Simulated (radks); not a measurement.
Results of a calculation; reference values are marked as such.
Problem. Numerical settings for neutral calcium, [Ar] 4s2. Code: a radial shooting solver on a logarithmic mesh with Libxc functionals. Model: Dirac Kohn-Sham, BLYP, spin-unpolarised, spherical densities, point nucleus. The defaults (mesh step 0.008 in ln r, mesh end at 40 bohr or more with all orbitals vanishing there, Anderson mixing 0.5 over 9 steps, residual threshold near 1e-9 with the energy settled to 1e-9 hartree or 1e-11 of itself, here a cap of 83 iterations) give E = -680.5686 hartree and 4s1/2 at -3.614 eV in 13 iterations. Run on one thread of a shared host, so times are rough (Arm Neoverse N1): 0.1 s of CPU time, 0.1 s wall, 13 iterations on 2669 mesh points. One setting is changed at a time: mesh step in ln r 0.12; mesh step in ln r 0.05; mesh step in ln r 0.2; mesh end (bohr) 3; mesh end (bohr) 1; residual threshold 0.01; residual threshold 1e-16; mixing 0.2; linear mixing, mixing 0.8; linear mixing, mixing 0.2; mixing history 20; iteration cap 2. Which runs fail to converge, and which converge to a wrong energy?

Solution. Not converged within the cap: mesh step in ln r 0.12; mesh step in ln r 0.2; residual threshold 1e-16; linear mixing, mixing 0.2; iteration cap 2. Settled on a wrong energy, with an occupied level pushed above zero by the early mesh end: mesh end (bohr) 3 (+2.49 hartree); mesh end (bohr) 1 (+149 hartree). Apart from these: no run marked as converged misses the energy by more than 1 mhartree.
